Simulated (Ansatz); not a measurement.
`[CH3][Nb](=[O])([OH])[OH]`. Charge 0, multiplicity 1. Correlated methods include outer-core shells of Nb, which these sets cover unevenly. Nb takes the def2 core potential.

```xyz
10

C    -0.925    0.868    0.903
Nb    0.254   -0.314   -0.462
O    -0.619   -0.305   -1.917
O     0.381   -2.069    0.245
O     1.935    0.541   -0.671
H    -1.919    0.427    1.029
H    -0.439    0.924    1.882
H    -1.055    1.883    0.516
H     0.047   -2.903   -0.087
H     2.339    0.947   -1.439
```

Question: Give the diagnostics of a CCSD(T)/def2-TZVPP run (frozen core, Ansatz). (Estimate.)

Answer: Computed: T1 = 0.0217, largest single amplitude 0.043, largest double 0.032, (T) share of the correlation energy 4.8 %, 12 CCSD cycles. The RHF solution is stable towards an unrestricted one. T1 lies over the customary mark of 0.02 for closed shells; compounds of d metals often pass it without a breakdown.
